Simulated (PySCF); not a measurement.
Compound: C₆H₉O₂ (charge +1).
SMILES with atom numbers: `[CH3:1][O:2][C:3]1=[CH:4][CH2:5][O:6][CH2:7][CH+:8]1` (hydrogens: H9, H10, H11 on C1; H12 on C4; H13, H14 on C5; H15, H16 on C7; H17 on C8)

Computed geometry: GFN2-xTB, gas phase.

**Question.** List the bond lengths, angles and torsions at this level.

**Answer.** 
| bond | length (pm) |
| --- | --- |
| C1–O2 | 142.3 |
| O2–C3 | 131.9 |
| C3=C4, C3–C8 | 139.9 |
| C4–C5, C7–C8 | 146.3 |
| C5–O6, O6–C7 | 140.1 |
| C1–H9, C1–H10, C1–H11 | 109.1 |
| C4–H12, C8–H17 | 108.2 |
| C5–H13, C7–H15 | 111.4 |
| C5–H14, C7–H16 | 109.9 |

Bonds in one row agree within 1 pm and their mean is given. A selection of angles:
| angle | degrees |
| --- | --- |
| C1–O2–C3 | 119.6 |
| O2–C3–C4 | 126.6 |
| O2–C3–C8 | 118.7 |
| C4–C3–C8 | 113.7 |
| C3–C4–C5 | 121.3 |
| C4–C5–O6 | 113.2 |
| C5–O6–C7 | 112.3 |

Dihedral angles: C1–O2–C3–C4 7° (synperiplanar); O2–C3–C4–C5 -174° (antiperiplanar); C3–C4–C5–O6 17° (synperiplanar); C4–C5–O6–C7 -51° (synclinal); C5–O6–C7–C8 50° (synclinal); O6–C7–C8–C3 -15° (synperiplanar); O2–C3–C8–C7 172° (antiperiplanar). The mirror-image conformer, all signs reversed, is as good.

The 6-membered ring C3–C4–C5–O6–C7–C8 has internal angles of 112.3° to 121.7° (sum 696°, against 720° for a flat polygon); it is puckered, 0.19 Å rms from its mean plane, widest ring torsion 51°. The C–C distances run from 1.398 Å (C3=C4, drawn double in one of several resonance forms) to 1.467 Å (C4–C5, drawn single), a spread of 0.069 Å. The C–O distances run from 1.319 Å (O2–C3, drawn single) to 1.423 Å (C1–O2, drawn single), a spread of 0.104 Å. C4 (carbon bonded to 2 C and H) is planar (angles 121.3°, 120.7° and 117.6°, sum 359.6°, 0.05 Å off the plane of its three neighbours). O6 (cyclic ether oxygen) is bent (angle 112.3°). C3 (carbon bonded to 2 C and O) is almost planar (angles 126.6°, 118.7° and 113.7°, sum 359.0°, 0.08 Å off the plane of its three neighbours). Of the pairs four or more bonds apart, C1···H12 is among the closest relative to their van der Waals radii: 2.63 Å, 91 % of the sum of Bondi's values.

Point group: C1 (no symmetry element, even within 0.4 Å). Whether it is a minimum is left open (no frequencies).
